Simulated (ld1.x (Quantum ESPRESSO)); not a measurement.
**Transferability test, TM potential for O**

oxygen (O), norm-conserving Troullier–Martins (Kleinman–Bylander form), made with ld1.x (Quantum ESPRESSO) 7.5 (PBEsol, non-relativistic). Core [He], reference 2s2 2p4. Waves: 2s (bound): rc 0.60 bohr; 2p (bound): rc 2.00 bohr. Local part: all-electron potential smoothed inside 0.80 bohr (lloc = -1). Core correction: Bessel-smoothed model core inside 0.35 bohr.

Energies are relative to the spin-unpolarised reference configuration 2s2 2p4; without spin polarisation the order of configurations can differ from experiment. The frozen-core shift is the all-electron ΔE with the core orbitals held at their reference shape minus the fully relaxed ΔE.

```
valence configuration  charge  ΔE all-electron (eV)  error AE − PS (meV)  frozen-core shift (meV)
              2s2 2p3      +1                16.368                  +66                     +0.1
              2s2 2p2      +2                49.853                 +569                     +1.4
            2s2 2p3.5    +0.5                 6.258                 +9.7                      0.0
            2s2 2p4.3    -0.3                -2.109                 +1.0                      0.0
              2s0 2p6       0                29.640                  -43                     +1.5
              2s1 2p5       0                14.801                  -11                     +0.4
```

(1) What are ΔE and the potential's error for 2s2 2p1?

Answers

(1) ΔE = 103.563 eV all-electron; the error (AE − PS) is +2223 meV.
